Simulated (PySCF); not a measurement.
Job file and geometry (Å, from GFN2-xTB) of an NMR shielding run on SMILES C[C@]1(CC#N)CNBN1, C₅H₁₀BN₃, GIAO PBE0/pcSseg-1 NMR shielding, non-relativistic, gas phase in PySCF 2.14.0, density-fitted response routines; density fitting, a coarse starting grid and PySCF grid level 2 are the driver's defaults:

```
$ OMP_NUM_THREADS=1 python probes_run.py task.json out

{"job": {"kind": "nmr", "xc": "PBE0", "basis": "pcSseg-1"}, "charge": 0, "multiplicity": 1}
C      0.405240     1.600900    -0.621514
C      0.103248     0.273131     0.076495
C      1.427837    -0.349800     0.603705
C      2.337931    -0.648439    -0.465994
N      3.048572    -0.880381    -1.332072
C     -0.634230    -0.725025    -0.851893
N     -1.795009    -1.137204    -0.092795
B     -1.931344    -0.412574     1.096293
N     -0.817587     0.442762     1.177312
H     -0.518146     2.044887    -0.986132
H      1.079404     1.443341    -1.460560
H      0.871004     2.299183     0.072169
H      1.913632     0.343057     1.296904
H      1.193368    -1.272850     1.140913
H      0.004233    -1.578326    -1.111774
H     -0.928077    -0.234187    -1.789941
H     -2.407093    -1.809336    -0.517946
H     -2.792088    -0.500667     1.874109
H     -0.570698     1.110779     1.885261
```

**Question.** What does the program print?

**Answer.** 
```
coarse grid: 15904 points
cycle   1  E = -385.0769341273  dE =  1.339e+00  |g| = 6.024e-01  |ddm| = 3.918e+00
cycle   2  E = -384.9423150131  dE =  1.346e-01  |g| = 1.009e+00  |ddm| = 1.344e+00
cycle   3  E = -385.1541033644  dE = -2.118e-01  |g| = 2.261e-01  |ddm| = 8.874e-01
cycle   4  E = -385.1648971164  dE = -1.079e-02  |g| = 5.248e-02  |ddm| = 1.781e-01
cycle   5  E = -385.1654123018  dE = -5.152e-04  |g| = 1.835e-02  |ddm| = 5.153e-02
cycle   6  E = -385.1654855703  dE = -7.327e-05  |g| = 2.541e-03  |ddm| = 1.488e-02
cycle   7  E = -385.1654868226  dE = -1.252e-06  |g| = 8.183e-04  |ddm| = 2.345e-03
final grid: 153944 points
cycle   8  E = -385.2133205075  dE = -5.771e-05  |g| = 9.089e-03  |ddm| = 3.917e-02
cycle   9  E = -385.2133128877  dE =  7.620e-06  |g| = 1.095e-02  |ddm| = 1.744e-02
cycle  10  E = -385.2133404116  dE = -2.752e-05  |g| = 1.100e-03  |ddm| = 9.450e-03
cycle  11  E = -385.2133406621  dE = -2.505e-07  |g| = 3.478e-04  |ddm| = 1.055e-03
cycle  12  E = -385.2133406786  dE = -1.650e-08  |g| = 2.189e-04  |ddm| = 3.851e-04
cycle  13  E = -385.2133406883  dE = -9.711e-09  |g| = 4.671e-05  |ddm| = 1.731e-04
cycle  14  E = -385.2133406887  dE = -4.475e-10  |g| = 1.506e-05  |ddm| = 4.390e-05
converged SCF energy = -385.2133406887

GIAO shielding tensors (ppm)
atom      isotropic    diamagn.    paramagn.     s11        s22        s33       span
  0 C      155.220     246.889     -91.669    133.647    149.115    182.897     49.250
  1 C      125.026     245.160    -120.135    107.996    118.771    148.310     40.315
  2 C      152.899     249.324     -96.426    133.220    147.263    178.213     44.992
  3 C       62.968     261.166    -198.198    -52.487    -49.257    290.649    343.137
  4 N      -32.660     340.479    -373.139   -204.468   -197.043    303.533    508.001
  5 C      126.946     248.163    -121.217    107.418    124.994    148.424     41.006
  6 N      183.989     320.858    -136.869    124.347    181.353    246.266    121.919
  7 B       78.013     198.352    -120.339     60.183     67.203    106.652     46.469
  8 N      157.466     321.075    -163.608    105.840    158.234    208.324    102.485
  9 H       30.357      30.774      -0.417     26.508     28.469     36.094      9.586
 10 H       29.660      31.394      -1.734     25.271     28.753     34.956      9.685
 11 H       30.608      30.909      -0.301     27.174     28.151     36.501      9.327
 12 H       29.615      29.550       0.065     25.421     29.124     34.299      8.877
 13 H       29.177      29.730      -0.553     25.237     28.813     33.482      8.245
 14 H       27.853      32.303      -4.451     23.249     28.440     31.869      8.619
 15 H       28.159      32.035      -3.876     23.422     28.487     32.568      9.147
 16 H       29.215      31.310      -2.096     22.261     26.634     38.749     16.488
 17 H       27.711      30.120      -2.409     26.000     26.099     31.034      5.035
 18 H       29.283      33.957      -4.674     23.721     28.380     35.747     12.026
```

Size and cost of the density-fitted run: 203 basis functions, 66 s wall time on 1 thread of an Arm Neoverse N1, shared host; peak memory 0.9 GiB.
